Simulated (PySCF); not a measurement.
Species: C3H4AlN.
SMILES: `[C](#C)[AlH2-][N+]#C`

Jobs on this species (9 atoms, 42 electrons) with PySCF (density fitting). Hardware of each: one thread of an Arm Neoverse V1, on a shared host. Other jobs ran on the host; a repeat could differ by tens of per cent or more. Peak memory is the resident size of the whole Python process, interpreter and libraries included.

| level and settings | work | basis functions | SCF cycles | wall time | peak memory |
| --- | --- | --- | --- | --- | --- |
| delta-SCF UKS B3LYP, pcX-2 on the ionised atom, pcseg-1 elsewhere, spin-free X2C | ΔSCF core ionisation, 6 holes | 136 | ? | ? | ? |
| delta-SCF UKS SCAN, pcX-1 on the ionised atom, pcseg-1 elsewhere, spin-free X2C | ΔSCF core ionisation, 6 holes | 116 | 139 | 25 s | 0.41 GiB |
| delta-SCF UKS SCAN, pcX-2 on the ionised atom, pcseg-1 elsewhere, non-relativistic | ΔSCF core ionisation, 6 holes | 136 | 193 | 39 s | 0.41 GiB |
| delta-SCF UKS HF, pcX-2 on the ionised atom, pcseg-1 elsewhere, spin-free X2C | ΔSCF core ionisation, 6 holes | 136 | 98 | 17 s | 0.41 GiB |
| PBE0-D3(BJ)/def2-SVP, grid level 1 | geometry optimisation from a GFN2-xTB start shaken at random | 94 | 66 | 25 s | 0.38 GiB |
| delta-SCF UKS PBE, pcX-2 on the ionised atom, pcseg-1 elsewhere, spin-free X2C | ΔSCF core ionisation, 6 holes | 136 | 123 | 17 s | 0.41 GiB |
| delta-SCF UKS SCAN, pcX-2 on the ionised atom, pcseg-1 elsewhere, spin-free X2C | ΔSCF core ionisation, 6 holes | 136 | 145 | 32 s | 0.41 GiB |
| delta-SCF UKS PBE0, pcX-2 on the ionised atom, pcseg-1 elsewhere, spin-free X2C | ΔSCF core ionisation, 6 holes | 136 | 110 | 31 s | 0.49 GiB |
| delta-SCF UKS SCAN, def2-TZVP on the ionised atom, pcseg-1 elsewhere, spin-free X2C | ΔSCF core ionisation, 6 holes | 113 | 126 | 26 s | 0.41 GiB |

Q: Fill in the missing figures.

A: 
- delta-SCF UKS B3LYP, pcX-2 on the ionised atom, pcseg-1 elsewhere, spin-free X2C; ΔSCF core ionisation, 6 holes: 33 s, 0.47 GiB, 117 SCF cycles

Q: What do all jobs in the table cost together?

A: About 4.1 min; the longest takes about 16 % of that, and about 2.3 times as long as the shortest.
